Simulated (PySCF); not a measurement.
BCl3, charge -1, doublet, at a GFN2-xTB geometry (a state made from the parent by changing its charge; the spin is typed, not shown lowest) (in this run its highest filled SCF level lies above zero, so its values depend strongly on the basis, on diffuse functions most of all). Base run: B3LYP/cc-pVDZ (PySCF).

Geometry (Å):
```xyz
4

B      0.0041     0.0139     0.0087
Cl     1.7546    -0.2487    -0.4309
Cl    -0.6817    -0.7496     1.5164
Cl    -1.0741     0.9942    -1.0881
```
Charge -1, spin multiplicity 2.
Orbitals are unrestricted.
All else is at PySCF's defaults.
Base energy -1405.61954 Eh.

Each row names what was changed in the base input (with any setting that the change needs).

| change | ΔE vs base (mEh) | SCF cycles | <S^2> | outcome |
|---|---|---|---|---|
| base | 0.000 | 10 | 0.754 | converged |
| conv_tol = 1e-7 | 0.000 | 8 | 0.754 | converged |
| level_shift = 0.3 (with mf.max_cycle = 100) | 0.000 | 26 | 0.754 | converged |
| conv_tol = 1e-12 | 0.000 | 12 | 0.754 | converged |
| init_guess = huckel | 0.000 | 11 | 0.754 | converged |
| diis = off (with mf.max_cycle = 100) | - | 100 | - | not converged |
| init_guess = sap | 0.000 | 12 | 0.754 | converged |
| diis_space = 2 | 0.000 | 12 | 0.754 | converged |
| init_guess = 1e | 0.000 | 12 | 0.754 | converged |
| conv_tol = 1e-11 | 0.000 | 11 | 0.754 | converged |
| diis_space = 12 | 0.000 | 10 | 0.754 | converged |
| conv_tol_grad = 1e-7 | 0.000 | 13 | 0.754 | converged |
| DIIS = ADIIS | 0.000 | 14 | 0.754 | converged |

Open shells are given as the SCF converged; they aren't shown to be the lowest states, and a large step between rows can be another state.
